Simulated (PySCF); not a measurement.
## How methods differ on the ionisation energy of Sn³⁴⁺

Sn³⁴⁺ [Ne] 3s2 3p4 (3P) → Sn³⁵⁺ [Ne] 3s2 3p3 (4S), as a difference of total energies. Computed with PySCF 2.14 in an uncontracted even-tempered set (16 s from 5 bohr⁻², ratio 2.5; 11 p from 6.5 bohr⁻², ratio 2.5; 5 d from 30 bohr⁻², ratio 2.7; 4 f from 45 bohr⁻², ratio 2.7), with the non-relativistic Hamiltonian (point nucleus). Correlated levels: outer shells: 1s2 frozen; virtual orbitals above 40 to 60 times the deepest correlated orbital energy dropped. The calculations carry no spin-orbit coupling.

| method | ionisation energy (eV) |
| --- | --- |
| UHF | 2206.6 |
| LDA | 2209.4 |
| PBE | 2209.9 |
| PBE0 | 2209.6 |
| r2SCAN | 2209.2 |
| revPBE | 2209.8 |
| B2PLYP | 2208.9 |
| MP2 (outer shells) | 2207.5 |
| SCS-MP2 (outer shells) | 2207.5 |

Spin-orbit coupling is strong in these open shells (close to jj coupling). The scalar numbers leave it out and a first-order estimate fails, so it can dominate the gap to the real levels.

The gap to the reference is mostly relativistic.

For comparison: 2227 ± 3 eV (semi-empirical (NIST evaluation); NIST Atomic Spectra Database, ionization energies).
